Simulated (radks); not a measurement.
The numbers below are computed, except where a source is named.
Spin polarisation of the 4d7 shell in neutral ruthenium. Start: [Kr] 4d(up 3.5, down 3.5) 5s(up 0.5, down 0.5); electrons of 4d are moved from spin down to spin up, other shells keep equal spins. Code: a radial shooting solver on a logarithmic mesh with Libxc functionals. Model: non-relativistic Kohn-Sham, TPSS, spin-polarised, spherical densities, point nucleus; meta-GGA in the generalised Kohn-Sham scheme.

moment (Bohr magnetons) = 0: E - E(0) (eV) 0.000; e(4d up) (eV) -5.452; e(4d down) (eV) -5.452; 5s down minus up (eV) 0.000
moment (Bohr magnetons) = 0.75: E - E(0) (eV) -0.094; e(4d up) (eV) -5.693; e(4d down) (eV) -5.192; 5s down minus up (eV) 0.188
moment (Bohr magnetons) = 1.5: E - E(0) (eV) -0.376; e(4d up) (eV) -5.915; e(4d down) (eV) -4.913; 5s down minus up (eV) 0.377
moment (Bohr magnetons) = 2.25: E - E(0) (eV) -0.846; e(4d up) (eV) -6.118; e(4d down) (eV) -4.613; 5s down minus up (eV) 0.568
moment (Bohr magnetons) = 3: E - E(0) (eV) -1.505; e(4d up) (eV) -6.302; e(4d down) (eV) -4.291; 5s down minus up (eV) 0.761

At moment 3 the spin-polarisation energy is -1.505 eV and the 4d exchange splitting 2.011 eV, that is 0.670 eV per Bohr magneton; E = -I m^2/4 would give I = 0.669 eV.
